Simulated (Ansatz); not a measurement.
C3H4 (SMILES C1=CC1), charge 0, multiplicity 1, relaxed at each level with Ansatz (a quantum-chemistry and plane-wave program); harmonic frequencies from differences of analytic forces, average atomic masses, frozen cores.

```json
[
 {"level": "HF/def2-TZVPP", "harmonic frequencies (cm⁻¹)": "693 867 989 1007 1099 1159 1187 1198 1236 1642 1853 3179 3237 3411 3460", "ZPE (eV)": "1.625", "cost over HF/def2-TZVPP (rough)": "×1"},
 {"level": "PBE/def2-TZVPP", "harmonic frequencies (cm⁻¹)": "577 773 828 891 988 990 1032 1078 1133 1473 1687 2975 3038 3180 3224", "ZPE (eV)": "1.479", "cost over HF/def2-TZVPP (rough)": "×1"},
 {"level": "B3LYP/def2-TZVPP", "harmonic frequencies (cm⁻¹)": "602 784 872 922 1017 1036 1074 1114 1149 1525 1733 3040 3102 3251 3296", "ZPE (eV)": "1.520", "cost over HF/def2-TZVPP (rough)": "×1"},
 {"level": "PBE0/def2-TZVPP", "harmonic frequencies (cm⁻¹)": "612 816 879 926 1023 1040 1080 1114 1180 1521 1750 3058 3123 3271 3318", "ZPE (eV)": "1.532", "cost over HF/def2-TZVPP (rough)": "×1"},
 {"level": "CCSD(T)/cc-pVDZ", "harmonic frequencies (cm⁻¹)": "563 782 797 916 1007 1028 1063 1091 1167 1505 1676 3069 3145 3259 3302", "ZPE (eV)": "1.511", "cost over HF/def2-TZVPP (rough)": "×3"},
 {"level": "CCSD(T)/cc-pVTZ", "harmonic frequencies (cm⁻¹)": "576 791 825 927 1020 1042 1074 1109 1158 1525 1682 3072 3143 3264 3310", "ZPE (eV)": "1.520", "cost over HF/def2-TZVPP (rough)": "×50"}
]
```

Measured: fundamentals as far as tabulated 3158, 2909, 1653, 1483, 1110, 905, 996, 820, 2995, 1088, 569, 3124, 1043, 1011, 769 cm⁻¹ [NIST CCCBDB]. Measured modes stand in the spectroscopists' order.

Doubts at one or more of the structures used: a restricted determinant that unrestricted orbitals would lower (CCSD(T)/cc-pVDZ).
